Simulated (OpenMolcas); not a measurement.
# Sn IV: effect of the active space

```yaml
Program: OpenMolcas 26.06
Method: CASSCF or its RAS form
Basis: ANO-RCC-VDZP
Scalar_Hamiltonian: DKH2, point nucleus
Spin-orbit_coupling: state interaction with AMFI integrals over the reference wave functions, term energies averaged over their components
```

A. 1 electron in 4 orbitals (5s 5p); 2S+1 = 2 even, 1 root; 2S+1 = 2 odd, 3 roots; cost of the order of 5 core-seconds
B. 1 electron in 8 orbitals (5s 5p 6s 6p); 2S+1 = 2 even, 1 root; 2S+1 = 2 odd, 3 roots; cost roughly 7 core-seconds
C. 1 electron in 9 orbitals (RAS2 5s 5p; RAS3 5d, at most 1 electron); 2S+1 = 2 even, 1 root; 2S+1 = 2 odd, 3 roots; cost of the order of 6 core-seconds

Energies in cm-1 above 5s 2S 1/2, the measured ground level; measured values from Moore, Atomic Energy Levels, vol. III, NSRDS-NBS 35 (1971 reprint of NBS Circular 467, 1958).

```tsv
Level	A	B	C	Measured
5s 2S 1/2	0.0	0.0	0.0	0.0
5p 2P* 1/2	67156	67156	67156	69564
5p 2P* 3/2	73393	73393	73393	76072
```

Deviations, from unrounded energies. A percentage is the sum of absolute deviations over the sum of measured energies, with the sign that they share, or ± where signs differ.

```
           Against measurement  Levels     A     B     C
mean absolute deviation (cm-1)       2  2500  2500  2500
      other configurations (%)       2  -3.5  -3.5  -3.5
```

A, B, C lie about equally close to measurement. The largest miss of B in the table is 5p 2P* 3/2, by -2700 cm-1. The ranking rests on the paired levels alone, and a cruder setting can come out closer through cancelling errors.

Among A to C no level of the table moves by more than 5 cm-1.

With one active electron the reference holds no correlation, so core polarisation is missing. The basis is small and was not contracted for so high a charge. With one active electron outside closed inactive shells, the extra shells (6p 6s) add no correlation to the reference (holds for B). With one active electron outside closed inactive shells, the extra shells (5d) add no correlation to the reference (holds for C). Computed and measured levels are paired by configuration, term and J; levels that our copy of the source lacks, or whose pairing is in doubt (as where it misses far off the trend of its configuration), stay unpaired and out of the deviations. Levels of configurations outside the active space are missing.

* marks odd parity.
